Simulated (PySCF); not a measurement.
A calculated (TPSS, PySCF 2.14, x2c-TZVPall, the spin-free X2C one-electron Hamiltonian (Gaussian nucleus)) atom or ion has these occupied shells.

| shell | electrons | orbital energy (eV) | rms radius, mean of both spins (bohr) |
| --- | --- | --- | --- |
| 1s β | 1 | -23049.5 | 0.0374 |
| 1s α | 1 | -23049.5 | 0.0374 |
| 2s α | 1 | -3361.4 | 0.154 |
| 2s β | 1 | -3360.9 | 0.154 |
| 2p α | 3 | -3014.0 | 0.136 |
| 2p β | 3 | -3013.7 | 0.136 |
| 3s α | 1 | -619.69 | 0.417 |
| 3s β | 1 | -619.49 | 0.417 |
| 3p α | 3 | -505.04 | 0.420 |
| 3p β | 3 | -504.78 | 0.420 |
| 3d α | 5 | -321.66 | 0.405 |
| 3d β | 5 | -321.20 | 0.405 |
| 4s α | 1 | -104.82 | 1.04 |
| 4s β | 1 | -102.52 | 1.04 |
| 4p α | 3 | -72.556 | 1.15 |
| 4p β | 3 | -70.056 | 1.15 |
| 4d α | 5 | -26.617 | 1.57 |
| 4d β | 2 | -24.979 | 1.57 |

Task: Name the element and its charge.

Result: Rh²⁺ (rhodium, charge +2), in [Kr] 4d7, high-spin 4F determinant.
